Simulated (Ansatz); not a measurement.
Ansatz results at the PBE0-D4/def2-TZVP geometry: HOMO energy (ωB97M-V/def2-TZVPP) -9.85 eV; HOMO energy (B3LYP/def2-TZVPP) -7.53 eV; ideal-gas entropy at 298 K and 1 bar (rigid rotor, harmonic PBE0-D4/def2-TZVP) 339 J/(mol·K).

Each molecule was computed in one conformer, which needn't be the lowest.

Question: Which molecule gave them?
A. `O[Si]1(Cl)BN1`
B. `B[SiH](B)O`
C. `BOB[SiH3]`
D. `ClB[TeH]`

Answer: B. The others give `BOB[SiH3]`: -10.20, -7.81, 338; `O[Si]1(Cl)BN1`: -9.37, -7.07, 329; `ClB[TeH]`: -9.14, -6.91, 303.

B3LYP here is the variant with VWN-RPA as its local correlation; programs differ in this.
